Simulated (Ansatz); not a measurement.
A structure drawn as `[CH3][GaH][O]CO`, with this starting geometry:

Cartesian coordinates in Å:
```
C -0.1805 0.9850 1.7182
Ga 0.9717 -0.7107 1.1175
O 0.4054 -1.4005 -0.4128
C -0.4296 -0.8639 -1.4221
O 0.0447 0.3753 -1.8097
H -0.1590 1.6738 2.6620
H -0.5967 1.6385 0.8886
H -0.8079 0.1519 1.8665
H 1.8597 0.2058 0.7850
H -0.5859 -1.5436 -2.2008
H -1.4134 -0.6661 -0.8410
H 0.8915 0.1545 -2.3515
```

Total charge 0; spin multiplicity 1.

(1) Relax it with Ansatz at PBE-D4/def2-SVP and then PBE0-D4/def2-TZVP. Is the drawn bonding still there?

(2) Give the relaxed structure. (An estimate is asked.)

Atoms count as bonded under 1.1 times the sum of their covalent radii (H–H under 0.85 Å, pairs among N, O and F under 1.55 Å), and a drawn bond as lost past 1.3 times.

Answers

(1) Yes, every drawn bond is still there and no new one forms.

(2) Ansatz gave: 
Z-matrix (Å, degrees):
```
Ga
O 1 1.880
C 1 2.500 2 32.1
C 1 1.959 2 115.8 3 88.3
O 1 2.202 2 67.3 3 -9.9
H 1 1.569 2 113.5 3 -107.9
H 3 1.099 1 137.4 2 -78.8
H 3 1.099 1 113.1 2 102.4
H 4 1.091 1 110.8 2 -30.4
H 4 1.093 1 110.2 2 89.3
H 4 1.092 1 111.1 2 -151.4
H 5 0.963 1 109.5 2 -98.5
```
All modes are real.
